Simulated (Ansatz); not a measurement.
Ligand exchange: CuI + GeH3(NH2) → CuNH2 + GeH3I

Species: CuI, singlet; GeH3(NH2), singlet; CuNH2 `[NH2][Cu]`, singlet; GeH3I `[GeH3][I]`, singlet. The partners trade I for NH2: Cu–I and Ge–NH2 bonds give way to Cu–NH2 and Ge–I.

Shapes, held fixed at every level: PBE0-D4/def2-TZVP. Programs: Ansatz 0.2.0. The zero-point and thermal change to 298 K, harmonic and unscaled (PBE0-D4/def2-TZVP), is -4.1 kJ/mol.

```json
{"level": "HF/def2-SVP", "kind": "Hartree–Fock", "ΔH(298 K) (kJ/mol)": "+184.1"}
{"level": "HF/def2-TZVPP", "kind": "Hartree–Fock", "ΔH(298 K) (kJ/mol)": "+168.1"}
{"level": "B3LYP-D4/def2-TZVPP", "kind": "global hybrid", "ΔH(298 K) (kJ/mol)": "+94.0"}
{"level": "PBE0-D4/def2-TZVPP", "kind": "global hybrid", "ΔH(298 K) (kJ/mol)": "+101.3"}
{"level": "r2SCAN0-D4/def2-TZVPP", "kind": "global hybrid", "ΔH(298 K) (kJ/mol)": "+109.6"}
{"level": "wB97X-V/def2-TZVPP", "kind": "range-separated hybrid", "ΔH(298 K) (kJ/mol)": "+108.3"}
{"level": "wB97M-V/def2-TZVPP", "kind": "range-separated hybrid", "ΔH(298 K) (kJ/mol)": "+106.4"}
```

wB97M-V/def2-TZVPP gives ΔH(298 K) = +106.4 kJ/mol; the levels span +94.0 to +184.1. The median of the levels is +108.3. No measured value is set beside it here. For atoms past krypton def2 sets carry core potentials with scalar relativity. Relativity is left out for Ge unless named.
